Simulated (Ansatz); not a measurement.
Two structures of C2H8Zn, singlet, reached by relaxing down either side of one saddle point (PBE0-D4/def2-TZVP). Energies are electronic, without zero-point energy. Program: Ansatz 0.2.0. Basis: def2-TZVPP and def2-QZVPP. Cores are frozen in the correlated methods. The 3s and 3p shells of Cu and Zn are frozen; filled d shells are correlated. Extrapolation: Hartree–Fock as exp(−7.88 √X), correlation as X^−2.97. First:

```xyz
11
angstrom
Zn 0.2039 1.6396 -0.4325
H -0.1696 1.9360 -1.9024
C 0.6807 1.2968 1.4187
H -0.7033 -0.9914 -1.7082
C -0.6087 -1.7088 -0.8922
H 0.0721 1.8979 2.0996
H 1.7299 1.5402 1.6063
H 0.5294 0.2447 1.6730
H -1.2510 -1.4118 -0.0629
H 0.4267 -1.7487 -0.5534
H -0.9100 -2.6944 -1.2460
```

Second:

```
11
angstrom
Zn 0.0572 -0.3681 0.4518
H -0.1345 1.8672 -1.7591
C 0.6464 1.2607 1.3327
H -0.3850 1.4548 -2.3293
C -0.5309 -1.9997 -0.4233
H -0.1403 2.0203 1.3216
H 1.5238 1.6820 0.8341
H 0.9142 1.0746 2.3761
H -1.4063 -2.4230 0.0765
H 0.2564 -2.7583 -0.4155
H -0.8011 -1.8104 -1.4657
```

Which bonds change from the first to the second?

CH₄Zn ([CH3][ZnH]) + CH₄ → C₂H₆Zn ([CH3][Zn][CH3]) + H₂; bonds formed: Zn1–C5, H2–H4; bonds broken: Zn1–H2, H4–C5.

Give the saddle point's structure and its height above each. (An estimate is asked for; the value comes from the calculation.)

By the calculation: 216.8 kJ/mol above the first and 177.9 kJ/mol above the second (CCSD(T) at an estimated basis limit (MP2 extrapolated from triple and quadruple zeta, plus CCSD(T) − MP2 in triple zeta)).
Zn1  (0.058, 0.483, -0.133)
H2  (-0.351, 0.907, -1.813)
C3  (0.706, 1.331, 1.482)
H4  (-0.483, -0.139, -1.545)
C5  (-0.547, -1.486, -0.837)
H6  (0.027, 2.130, 1.787)
H7  (1.688, 1.775, 1.308)
H8  (0.788, 0.613, 2.299)
H9  (-1.332, -1.732, -0.116)
H10  (0.348, -2.072, -0.611)
H11  (-0.903, -1.810, -1.821)
(Å)

The T1 diagnostic stays at or below 0.014. The start structure is not quite a true minimum (one mode of 28i cm⁻¹).

Labels in which every atom is bracketed show which atoms are joined, not bond orders.

For scale, one of the runs: CCSD(T)/def2-TZVPP, 238 basis functions, launched by `ansatz run in.yaml --threads 8 --pin off --events-out ev --progress --plain --max-ram 19148MiB`. Hardware: 8 CPU threads of an Intel Xeon 6975P-C, shared host. Wall time 14 s; peak host memory 4.9 GiB.
